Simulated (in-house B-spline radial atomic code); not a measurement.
Configurations of Au²⁺, with energies counted from [Xe] 4f14 (5d3/2)4 (5d5/2)5. Level of theory: Dirac-Hartree-Fock, average of each configuration as written, Fermi nucleus of rms radius 5.4371 fm; calculated with an all-electron radial atomic-structure program (B-spline basis). Energies include first-order Breit, QED and recoil terms.

Occupations are held fixed; configurations that lie above the ionisation limit could autoionise.

```tsv
configuration	E - E(ref) (eV)	highest orbital	its <r> (bohr)
[Xe] 4f14 (5d3/2)3 (5d5/2)6	1.5208	5d5/2	1.502
[Kr] 4d10 4f14 5s2 (5p1/2)2 (5p3/2)3 (5d3/2)3 (5d5/2)6 (6d5/2)1	79.488	6d5/2	4.751
[Xe] (4f5/2)6 (4f7/2)7 (5d3/2)3 (5d5/2)6 7s1	102.41	7s1/2	5.276
[Xe] (4f5/2)6 (4f7/2)7 (5d3/2)4 (5d5/2)5 (7f5/2)1	108.84	7f5/2	15.18
[Xe] (4f5/2)6 (4f7/2)7 (5d3/2)4 (5d5/2)5 (6g7/2)1	108.96	6g7/2	14.65
[Kr] (4d3/2)4 (4d5/2)5 4f14 5s2 5p6 (5d3/2)3 (5d5/2)6 (8p1/2)1	364.55	8p1/2	10.23
```

Question: Order these further configurations by energy, lowest first.
A. [Xe] 4f14 (5d3/2)3 (5d5/2)5 (8g7/2)1
B. [Kr] (4d3/2)4 (4d5/2)5 4f14 5s2 5p6 (5d3/2)3 (5d5/2)6 7s1
C. [Xe] (4f5/2)6 (4f7/2)7 (5d3/2)3 (5d5/2)6 (9p1/2)1
D. [Kr] 4d10 4f14 5s2 (5p1/2)2 (5p3/2)3 (5d3/2)4 (5d5/2)5 (9f5/2)1
E. [Kr] (4d3/2)4 (4d5/2)5 4f14 5s2 5p6 (5d3/2)3 (5d5/2)6 8s1

Answer: A (31.178 eV), D (86.124 eV), C (110.35 eV), B (358.53 eV), E (363.57 eV).

Question: How far above the reference does [Kr] 4d10 4f14 5s2 (5p1/2)1 (5p3/2)4 (5d3/2)4 (5d5/2)5 (6p3/2)1 lie?

Answer: 87.041 eV; its least bound orbital is 6p3/2 with <r> = 3.178 bohr.
